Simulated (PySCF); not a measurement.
Al(Me)2(NCO) (C3H6AlNO), SMILES [CH3][Al]([N]=C=O)[CH3]. Atoms are numbered in the order given.

```xyz
12

Al    -0.7677     0.3300    -0.3634
C     -2.2885    -0.8820    -0.4277
H     -2.0421    -1.8000    -0.9899
H     -3.1846    -0.4386    -0.8909
H     -2.5704    -1.2179     0.5859
C     -0.7063     2.1699    -0.9932
H      0.0427     2.2875    -1.7965
H     -0.3923     2.8569    -0.1878
H     -1.6702     2.5329    -1.3848
N      0.7446    -0.3208     0.3535
C      1.7594    -0.7565     0.8345
O      2.7497    -1.1818     1.3040
```
Charge 0, spin multiplicity 1.

Coordinates come from a r2SCAN-D4/def2-SVP optimisation. The geometry has at least one imaginary mode, so it is a saddle point at that level. The structure was generated by enumeration; whether it is a known compound was not checked. Other conformers were not sampled.

Two levels are set side by side: PBE/pcSseg-1 (PySCF) and HF/pcSseg-1 (PySCF). GIAO shifts against H2O (¹⁷O), NH3 (¹⁵N), TMS (¹H), TMS (¹³C) at the same level; non-relativistic, no solvent, atoms listed together averaged. Differences are taken from unrounded values.

```csv
quantity,HF
"δ(¹³C) of C2, C6 (ppm)",-7.9
δ(¹⁵N) of N10 (ppm),52.1
δ(¹³C) of C11 (ppm),141.9
δ(¹⁷O) of O12 (ppm),121.2
```

**Question.** What does PBE give, and how far is it from HF? (Estimate from the structure and the level; the computed values follow.)

**Answer.** 
```csv
quantity,PBE,PBE minus HF
"δ(¹³C) of C2, C6 (ppm)",-7.5,0.4
δ(¹⁵N) of N10 (ppm),74.8,22.7
δ(¹³C) of C11 (ppm),127.4,-14.5
δ(¹⁷O) of O12 (ppm),147.6,26.4
```

Rough cost on one machine, each run with all the roots and properties that it gave: HF against PBE within a factor of 2.
